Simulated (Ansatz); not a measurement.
Basis sets compared for PPPSb tetrahedron (SbP₃). Charge 0, multiplicity 1. Geometry PBE0-D4/def2-SVP. Ansatz on 4 threads of Intel Xeon on a shared host; times are rough, and most runs start from earlier orbitals.

Cartesian coordinates in Å:
```
P -0.529 1.070 -0.713
P 0.472 0.539 1.192
P -1.087 -0.793 0.351
Sb 1.145 -0.817 -0.829
```

In the def2 sets Sb takes a core potential; there is no spin–orbit coupling.

Binding counts from free atoms (P quartet, Sb quartet) in the same basis, without a counterpoise term.

```csv
level,functions,energy (Eh),HOMO (eV),LUMO (eV),binding per atom (eV),wall time
PBE-D4/def2-SVP,80,-1263.6019,-6.13,-2.11,2.97,2.8 s
PBE0-D4/def2-SVP,80,-1263.6859,-7.08,-1.46,2.74,5.5 s
```

Problem. Estimate the rows for PBE-D4/def2-TZVP, PBE0-D4/def2-TZVP.

Solution. 
```csv
level,functions,energy (Eh),HOMO (eV),LUMO (eV),binding per atom (eV),wall time
PBE-D4/def2-TZVP,161,-1263.9744,-6.07,-2.18,3.12,6 s
PBE0-D4/def2-TZVP,161,-1264.0562,-6.98,-1.50,2.91,8.6 s
```
